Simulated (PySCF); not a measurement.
H4O2SeSi, SMILES O[SiH](O)[SeH]. Geometry: PBE-D3(BJ)/def2-SVP. The structure was generated by enumeration, and PubChem lists no compound with its InChIKey, so it may never have been made. One conformer was computed; it need not be the lowest.

These are PBE-D3(BJ)/def2-SVP in PySCF values and carry that method's errors.

Harmonic wavenumbers (cm⁻¹): 137, 175, 197, 281, 314, 341, 416, 612, 722, 751, 793, 869, 880, 930, 2257, 2359, 3749, 3755. Rotational constants (GHz): 6.000, 1.964, 1.592; symmetry number 1.

Work out the zero-point energy and the ideal-gas rigid-rotor harmonic-oscillator thermochemistry at 298.15 K and 1 atm.

ZPE = ½ Σ hcν = ½ × 19537 cm⁻¹ = 27.93 kcal/mol. H − E(el) = 32.78 kcal/mol. Entropy in cal/(mol K): translation 40.79, rotation 27.24, vibration 13.99, total 82.01. G − E(el) = 8.32 kcal/mol. Cp = 24.70 cal/(mol K). Modes under 150 cm⁻¹ make the vibrational entropy uncertain.
